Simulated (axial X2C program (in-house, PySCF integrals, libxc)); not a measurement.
# RbI⁺: from the spin-free to the two-component result

All values were computed with an axial X2C code built on PySCF integrals. Spin-free means the one-electron spin-free X2C Hamiltonian; two-component (2c) means X2C with spin–orbit coupling and atomic mean-field two-electron Coulomb and Gaunt terms, so the difference of the two also holds small scalar two-electron terms. Basis: I dyall-cv3z [11s12p8d4f1g], Rb dyall-cv3z [12s13p8d4f1g] (cores contracted in-house); Gaussian nuclei, density fitting, unrestricted open shells. Masses: I 126.904 u, Rb 84.912 u.

Spin-free state: M_S = 1/2, Λ = 1 (beyond evenly filled blocks: π+α, π+β, π-α); fragments I + Rb+.

```csv
level,Re (Å),ωe (cm⁻¹),De (eV),μ (D)
PBE0,3.728,59.4,0.206,8.88
HF,3.923,48.9,0.060,9.77
MP2,3.734,60.3,0.236,n/a
CCSD,3.769,58.1,0.245,n/a
CCSD(T),3.755,59.1,0.235,n/a
BLYP,3.815,54.7,0.222,9.07
```

Correlated methods: 15 electrons correlated (number of frozen shells: I 4 s, 3 p, 2 d; Rb 3 s, 2 p, 1 d), 311 virtual spin orbitals or spinors in MP2, 90 natural virtuals in coupled cluster.

Dipoles are positive if Rb is the positive end and refer to the centre of mass.

(1) Within this multiplet, which Ω should lie lowest by the rule for regular and inverted multiplets?

Two-component determinant lowest at the distance of the search:

Ω = 3/2 (⟨Sz⟩ = 0.50, ⟨Lz⟩ = 1.00 at HF); fragments I + Rb+.

```
  level  Re (Å)  ωe (cm⁻¹)  De (eV)  μ (D)
   PBE0   3.729       59.5    0.252   8.86
     HF   3.924       49.1    0.059   9.76
    MP2   3.736       60.3    0.253    n/a
   CCSD   3.771       58.2    0.250    n/a
CCSD(T)   3.757       59.2    0.242    n/a
   BLYP   3.817       54.8    0.228   9.05
```

(2) From the two tables, how do the constants change at the CCSD(T) level (2c against spin-free)?

Occupations by symmetry block were frozen at the best pattern of an incomplete PBE0 search. De is counted from the lowest determinant-based energies of the atoms at the same level, without counterpoise correction. Density functionals use the spin component along the axis (collinear). Coupled cluster ran in a truncated set of natural virtual spinors; the MP2 energy of the rest was added. (T) has no such correction and the atoms are truncated less, which lowers De at CCSD(T) by a hundredth of an eV or more. PBE0 can misorder states that lie within some tenths of an eV, so this need not be the ground state of the molecule. The nearest other spin-free determinant of the search, M_S = 1/2, Λ = 0, lies 0.25 eV up at the distance of the search. Without a current term, density functionals place determinants with orbital angular momentum somewhat too high. The atomic limit has a lower orbital projection than the molecule and lies lower at mean-field level, so De may be about a tenth of an eV too small.

Results:

(1) The open π shell holds three electrons, one hole, so the multiplet is inverted: Ω = Λ + 1/2 = 3/2. The PBE0 2c search agrees.

(2) At the CCSD(T) level Re increases by 0.002 Å and ωe doesn't move by more than 0.2 cm⁻¹; De changes by 0.007 eV.
